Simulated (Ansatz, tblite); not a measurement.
Isomers of Pb3S8 (singlet), found by a short tight-binding search and relaxed with PBE-D4/def2-SVP, loosely relaxed in Ansatz.

In the def2 sets Pb takes a core potential; there is no spin–orbit coupling. The xTB rows come from tblite.

A: The geometry of the charge 0 singlet is only loosely relaxed.

Other spin states were run for one of them alone.

A:

Cartesian coordinates in Å:
```
Pb 1.530 0.332 2.401
Pb -1.437 -1.685 -0.989
Pb -0.936 2.255 -1.021
S -0.889 -0.703 1.754
S 2.542 -1.804 1.171
S 1.648 1.772 0.033
S -0.859 0.272 -2.587
S 2.522 0.368 -1.306
S -3.628 -0.210 0.099
S -2.246 0.870 1.193
S 1.753 -1.468 -0.749
```

B:

Cartesian coordinates in Å:
```
Pb -0.369 -1.078 1.365
Pb 1.713 -0.280 -1.752
Pb 0.780 2.844 0.435
S -0.506 1.850 -1.804
S 1.499 -3.087 -0.782
S -1.986 0.637 -0.855
S -2.782 1.923 0.593
S -0.358 -2.015 -1.344
S 1.872 0.419 0.835
S -1.284 2.030 2.039
S 1.420 -3.244 1.270
```

Task: Estimate their order by electronic energy at PBE0-D4/def2-TZVP, counted from the lowest.

Result: B (0.0) < A (35.8), in kJ/mol.

Task: Do the other levels pick the same lowest one?

Result: All that were run do. Energies above each level's lowest (kJ/mol):

```
              level     A    B
           GFN1-xTB  40.1  0.0
           GFN2-xTB   9.2  0.0
   PBE-D4/def2-TZVP  41.5  0.0
r2SCAN-D4/def2-TZVP  39.5  0.0
  PBE0-D4/def2-TZVP  35.8  0.0
```
Point groups (tolerance 0.1 Å): A not assigned, B not assigned. Lower isomers may exist.
